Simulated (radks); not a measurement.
Coulomb parameter of the 4f shell of the holmium ion Ho3+ in the model configuration [Xe] 4f9 6s1, as a second difference U = [E(n + 0.5) + E(n - 0.5) - 2 E(n)] / (0.5)^2 with all orbitals relaxed. "Bare": the charge of the atom changes with n. "Screened": the 6s shell takes up the change at fixed total charge, which measures U(4f,4f) + U(6s,6s) - 2 U(4f,6s). Method: scalar-relativistic Kohn-Sham, r2SCAN, spin-unpolarised, spherical densities, finite nucleus; meta-GGA in the generalised Kohn-Sham scheme; Fermi nuclear charge, rms radius 5.2022 fm; computed with a radial shooting solver on a logarithmic mesh with Libxc functionals.

\begin{tabular}{lrr}
case & configuration & E - E(n) (eV) \\ \hline
start & [Xe] 4f9 6s1 & 0.000 \\
bare +0.5 & [Xe] 4f9.5 6s1 & -20.361 \\
bare -0.5 & [Xe] 4f8.5 6s1 & 25.574 \\
screened +0.5 & [Xe] 4f9.5 6s0.5 & -9.153 \\
screened -0.5 & [Xe] 4f8.5 6s1.5 & 11.280 \\
\end{tabular}

U(bare) = 20.851 eV, U(screened by 6s) = 8.509 eV, against the Slater integral F0(4f,4f) = 33.789 eV with frozen orbitals.
